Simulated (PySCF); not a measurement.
# Dipole response of Tm⁺ (thulium, charge +1)

[Xe] 4f13 6s1, high-spin 3F determinant. Calculation: PySCF 2.14, in ANO-R3 (9s8p5d5f3g2h, 142 functions); scalar relativity by spin-free X2C-1e. Coupled (time-dependent) response in atomic units; α is the mean over directions. The basis has no added diffuse functions, which lowers α and C₆.

| method | mean α (bohr³) | α xx, yy, zz | C₆ (like pair) | S(−4) |
| --- | --- | --- | --- | --- |
| PBE | 51.09 | 51.63, 51.63, 50.00 | 375.4 | 29060 |

S(−4) is the Cauchy moment in α(ω) = α(0) + S(−4) ω² + …

Spin-orbit coupling is absent.

α(iu) at PBE:

```tsv
u (hartree)	α(iu) (bohr³)
0	51.09
0.0500	46.68
0.100	37.52
0.200	22.37
0.300	14.69
0.500	8.553
0.750	5.796
1.00	4.463
1.50	3.044
2.00	2.251
3.00	1.390
5.00	0.6922
```

A single London oscillator, α(iu) = α/(1 + u²/ω²), gives C₆ = (3/4) ω α². Matching the computed C₆ needs ω = 4 × 375.4 / (3 × 51.09²) = 0.192 hartree.

For an ion, C₆ is the dispersion term alone; charge-induced terms of lower order in 1/R come first.

The components differ because the open shell of this determinant is not spherical; for a pure term their mean is the scalar polarisability.

Spin-orbit coupling, absent here, splits the open shell strongly.
